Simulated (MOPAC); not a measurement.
Input file for MOPAC: PM6 on CdH4Si (SMILES [SiH3][CdH]), a point of a bond scan (R = 1.784 Å).

```
PM6 1SCF PRECISE CHARGE=0 THREADS=1
CdH4Si

Cd    -0.56643322 1    -0.31054170 1    -0.07977578 1
H     -2.04529859 1    -1.12131577 1    -0.28805742 1
Si     1.63488208 1     0.89630877 1     0.23025485 1
H      2.37198737 1     0.53329795 1     1.81393858 1
H      1.47089364 1     2.37203423 1     0.15366084 1
H      2.62571392 1     0.51316070 1    -0.80992508 1
```

It printed:

```
*******************************************************************************
 **                                                                           **
 **                              MOPAC v23.2.5                                **
 **                                                                           **
 *******************************************************************************
 ** MOPAC's Digital Object Identifier: https://doi.org/10.5281/zenodo.6511958 **
 **                                                                           **
 ** Please cite the open-source release paper for use of this MOPAC version:  **
 ** J. E. Moussa and J. J. P. Stewart (2026)                                  **
 ** MOPAC: An open-source semiempirical molecular orbital program             **
 ** J. Open Source Softw., 11(119), 8025, https://doi.org/10.21105/joss.08025 **
 *******************************************************************************

                              PM6 CALCULATION RESULTS

 *******************************************************************************
 *  PM6        - The PM6 Hamiltonian to be used
 *
 *
 *
 *                 CHARGE ON SYSTEM = 0
 *
 *
 *
 *  PRECISE    - TIGHTER CRITERIA TO BE USED
 *  1SCF       - DO 1 SCF AND THEN STOP
 *  THREADS=1  - MULTI-THREADING NOT USED
 *  T=         - A TIME OF 172800.0 SECONDS REQUESTED
 *  DUMP=N     - RESTART FILE WRITTEN EVERY 7200.0 SECONDS REQUESTED
 *******************************************************************************
PM6 1SCF PRECISE CHARGE=0 THREADS=1
 CdH4Si

   ATOM   CHEMICAL          X               Y               Z
  NUMBER   SYMBOL      (ANGSTROMS)     (ANGSTROMS)     (ANGSTROMS)

     1      Cd         -0.56643322  *  -0.31054170  *  -0.07977578  *
     2       H         -2.04529859  *  -1.12131577  *  -0.28805742  *
     3      Si          1.63488208  *   0.89630877  *   0.23025485  *
     4       H          2.37198737  *   0.53329795  *   1.81393858  *
     5       H          1.47089364  *   2.37203423  *   0.15366084  *
     6       H          2.62571392  *   0.51316070  *  -0.80992508  *



          CARTESIAN COORDINATES

    NO.       ATOM           X           Y           Z

     1        Cd         -0.5664     -0.3105     -0.0798
     2         H         -2.0453     -1.1213     -0.2881
     3        Si          1.6349      0.8963      0.2303
     4         H          2.3720      0.5333      1.8139
     5         H          1.4709      2.3720      0.1537
     6         H          2.6257      0.5132     -0.8099

 General Reference for PM6:
 "Optimization of Parameters for Semiempirical Methods V: Modification of NDDO Approximations
 and Application to 70 Elements", J. J. P. Stewart, J. Mol. Mod., 13, 1173-1213 (2007)
 URL: https://link.springer.com/article/10.1007/s00894-007-0233-4

           Empirical Formula: H4 Cd Si  =     6 atoms



      MOLECULAR POINT GROUP   :   Cs


      RHF CALCULATION, NO. OF DOUBLY OCCUPIED LEVELS = 5


 -------------------------------------------------------------------------------
 PM6 1SCF PRECISE CHARGE=0 THREADS=1
 CdH4Si



     1SCF WAS SPECIFIED, SO BFGS WAS NOT USED
     SCF FIELD WAS ACHIEVED


                              PM6 CALCULATION
                                                       MOPAC v23.2.5 Linux




          FINAL HEAT OF FORMATION =        112.50920 KCAL/MOL =     470.73848 KJ/MOL


          COSMO AREA              =        104.72 SQUARE ANGSTROMS
          COSMO VOLUME            =         88.59 CUBIC ANGSTROMS

          IONIZATION POTENTIAL    =          7.643696 EV
          HOMO LUMO ENERGIES (EV) =         -7.644  0.972
          NO. OF FILLED LEVELS    =          5
          MOLECULAR WEIGHT        =        144.5271         POINT GROUP:  Cs

          MOLECULAR DIMENSIONS (Angstroms)

            Atom       Atom       Distance
            H     4    H     2     5.16416
            H     2    H     6     2.49284
            H     5    H     2     2.09819


          SCF CALCULATIONS        =          1





   ATOM   CHEMICAL          X               Y               Z
  NUMBER   SYMBOL      (ANGSTROMS)     (ANGSTROMS)     (ANGSTROMS)

     1      Cd         -0.56643322  *  -0.31054170  *  -0.07977578  *
     2       H         -2.04529859  *  -1.12131577  *  -0.28805742  *
     3      Si          1.63488208  *   0.89630877  *   0.23025485  *
     4       H          2.37198737  *   0.53329795  *   1.81393858  *
     5       H          1.47089364  *   2.37203423  *   0.15366084  *
     6       H          2.62571392  *   0.51316070  *  -0.80992508  *

                             CARTESIAN COORDINATES

   1   Cd       -0.566433220    -0.310541700    -0.079775780
   2    H       -2.045298590    -1.121315770    -0.288057420
   3   Si        1.634882080     0.896308770     0.230254850
   4    H        2.371987370     0.533297950     1.813938580
   5    H        1.470893640     2.372034230     0.153660840
   6    H        2.625713920     0.513160700    -0.809925080


           Empirical Formula: H4 Cd Si  =     6 atoms



      MOLECULAR POINT GROUP   :   Cs


                  EIGENVALUES
 -19.74649 -12.47589 -11.52923 -10.76698  -7.64370   0.97237   1.00981   1.62331
   1.62420   1.75605   2.00995   2.73009   2.73887   3.51908   4.65039   5.11462
   5.58708


              NET ATOMIC CHARGES AND DIPOLE CONTRIBUTIONS

  ATOM NO.   TYPE          CHARGE      No. of ELECS.   s-Pop       p-Pop       d-Pop
    1         Cd           0.605230        1.3948     1.06550     0.32927
    2          H          -0.148559        1.1486     1.14856
    3         Si          -0.467439        4.4674     1.36621     2.82048     0.28075
    4          H           0.019326        0.9807     0.98067
    5          H          -0.004279        1.0043     1.00428
    6          H          -0.004279        1.0043     1.00428
 DIPOLE           X         Y         Z       TOTAL
 POINT-CHG.    -3.722    -2.125    -0.361     4.301
 HYBRID         1.562     0.901     0.134     1.809
 SUM           -2.160    -1.224    -0.227     2.493


          ATOMIC ORBITAL ELECTRON POPULATIONS

     Atom    s        px        py        pz      x^2-y^2     xz        z^2       yz        xy
    1 Cd   1.06550   0.24894   0.07490   0.00543
    2  H   1.14856
    3 Si   1.36621   1.10586   0.88711   0.82751   0.07955   0.08256   0.06736   0.01998   0.03130
    4  H   0.98067
    5  H   1.00428
    6  H   1.00428

 **********************
 *                    *
 * JOB ENDED NORMALLY *
 *                    *
 **********************




 == MOPAC DONE ==
```

The run finished.

Cost: very roughly 0.04 core-seconds.
